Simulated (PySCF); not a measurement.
## Name the molecule from its bond curve

A diatomic of charge 0 contains Pb. Its singlet curve at PBE0 in a double-zeta basis (scalar-relativistic core potentials, PySCF), in eV from the separated fragments:

```tsv
R (Å)	E (eV)
1.663	-2.421
1.741	-3.452
1.818	-4.017
1.876	-4.216
1.934	-4.271
1.992	-4.215
2.069	-4.015
2.166	-3.630
2.282	-3.053
2.437	-2.211
```

The fit gives ωe = 777 cm⁻¹ and the rotational constant Bₑ = 0.3043 cm⁻¹.

Question: Which atom is the partner?

Answer: The minimum lies at 1.931 Å, so the reduced mass is 16.8576 u Å² cm⁻¹/(Bₑ·Re²) = 14.86 u. With Pb at 207.98 u the partner weighs about 16.0 u: O. The molecule is PbO.

These are scalar-relativistic numbers at best; spin–orbit coupling would shift them, the dissociation energy most.
